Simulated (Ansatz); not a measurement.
An input meant for BTBT, `c1ccc2c(c1)sc1c3ccccc3sc21` (charge 0, singlet; scaled by 1.12).

```yaml
crystal:
  periodic: [false, false, false]
  atoms:
    - {symbol: C, position_ang: [-4.823807, 1.194261, 0.736241]}
    - {symbol: C, position_ang: [-4.732303, 0.284662, -0.555471]}
    - {symbol: C, position_ang: [-3.353154, -0.258269, -1.055633]}
    - {symbol: C, position_ang: [-2.035882, 0.107729, -0.259498]}
    - {symbol: C, position_ang: [-2.147595, 1.030888, 1.047172]}
    - {symbol: C, position_ang: [-3.535940, 1.574149, 1.546330]}
    - {symbol: S, position_ang: [-0.394633, 1.369848, 1.893232]}
    - {symbol: C, position_ang: [0.501780, 0.291018, 0.522281]}
    - {symbol: C, position_ang: [2.035807, -0.108237, 0.259833]}
    - {symbol: C, position_ang: [3.353110, 0.258079, 1.055757]}
    - {symbol: C, position_ang: [4.732371, -0.284209, 0.555165]}
    - {symbol: C, position_ang: [4.823878, -1.193858, -0.736501]}
    - {symbol: C, position_ang: [3.535963, -1.574067, -1.546386]}
    - {symbol: C, position_ang: [2.147557, -1.031211, -1.046965]}
    - {symbol: S, position_ang: [0.394572, -1.370465, -1.892825]}
    - {symbol: C, position_ang: [-0.501884, -0.291748, -0.521799]}
    - {symbol: H, position_ang: [-5.919841, 1.611973, 1.114363]}
    - {symbol: H, position_ang: [-5.759443, 0.000811, -1.174264]}
    - {symbol: H, position_ang: [-3.281876, -0.967013, -2.061557]}
    - {symbol: H, position_ang: [-3.608959, 2.282561, 2.551561]}
    - {symbol: H, position_ang: [3.281788, 0.966591, 2.061841]}
    - {symbol: H, position_ang: [5.759551, 0.000206, 1.173637]}
    - {symbol: H, position_ang: [5.919907, -1.611470, -1.114756]}
    - {symbol: H, position_ang: [3.609056, -2.282251, -2.551771]}
basis:
  gaussian: {orbitals: STO-3G}
magnetization: {spin_polarized: true, initial_magnetization: 4}
hamiltonian: {xc: {name: r2SCANh}}
scf: {lower_state_search: off}
```

```sh
$ ansatz run in.yaml --threads 4 --pin off --events-out ev --progress --plain --max-ram 6963MiB
```

Shortened log:

```
Functional definition: r2SCANh
1298 factors; integrals over basis functions are off by at most 4.1e-5 eV
mean field evaluation 1: about -35872.9708 eV, gradient 1.7e1 eV
mean field evaluation 2: about -35841.6661 eV, gradient 5.9e1 eV
mean field evaluation 4: about -35866.9936 eV, gradient 2.6e1 eV
mean field evaluation 8: about -35876.9960 eV, gradient 3.5e0 eV
mean field evaluation 16: about -35876.9267 eV, gradient 2.8e-1 eV
mean field evaluation 32: about -35876.9310 eV, gradient 5.5e-4 eV
mean field -35876.93097683 eV, -1318.4528951412 hartree, gradient 7.7e-6 eV, S^2 6.545709; 0 other end points of the search recorded, 0 dependent functions left out
reference -35876.93098760 eV, -1318.4528955371 hartree; 64, 60 occupied and 32, 36 virtual orbitals, 1298 factors
Total energy: -35876.93098760 eV, -1318.4528955371 hartree
Checks for a lower state left out: stability, starts, cluster_reference, orbital_swaps, neighbouring_geometries, increment
```

In this input the spin is set far too high (4 unpaired electrons typed, 0 in the singlet as meant). The calculation finished and met its thresholds. The result belongs to that input, not to the species as meant.

The charge 0 quintet is spin-contaminated (final ⟨S²⟩ up to 6.55, 6.00 for a pure state).
